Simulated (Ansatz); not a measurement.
Consider the ligand exchange at the Hf–Cl bond: `[OH][Hf]([Cl])([Cl])[Cl]` + H₂Se → `[OH][Hf]([Cl])([Cl])[SeH]` + HCl.

Calculated with Ansatz (gas phase, PBE0-D4/def2-TZVP geometries, no zero-point term in ΔE). CCSD(T)/CBS adds triple-zeta CCSD(T) − MP2 to the extrapolated MP2 energy (def2 sets, frozen cores). This one scheme is used for every species. DFT in def2-TZVPP. def2 core potentials past Kr. For Hf, Se outer-core shells are correlated without core-valence functions, which leaves a few kJ/mol of doubt a bond. Scalar relativity is left out up to krypton. One conformer a species, not always the lowest.

Problem. Is it downhill or uphill in electronic energy at CCSD(T)/CBS, and by how much? (Best estimate.)

Solution. Computed: Uphill: ΔE = +14.2 kcal/mol.

Problem. What do these levels give: PBE0-D4, ωB97X-V, PBE, HF/def2-QZVPP, SCS-MP2/def2-QZVPP, CCSD/CBS(def2)? (Estimate.)

Solution. The calculation gave: PBE0-D4 14.5, ωB97X-V 16.2, PBE 14.6, HF/def2-QZVPP 18.1, SCS-MP2/def2-QZVPP 14.6, CCSD/CBS(def2) 14.7 kcal/mol.

Largest T1 diagnostic among the species: 0.014.

In def2-TZVPP, CCSD(T) changes the Hartree–Fock value by −4.0 kcal/mol (the triples alone add −0.6 kcal/mol) and MP2 by −4.6 kcal/mol. The D4 term adds −0.7 kcal/mol with B3LYP and −0.4 kcal/mol with PBE0; it sums over pairs of atoms, weighted by their polarisabilities, and B3LYP, whose exchange is more repulsive, gets the larger term.

B3LYP here is the variant with VWN-RPA as its local correlation; programs differ in this.
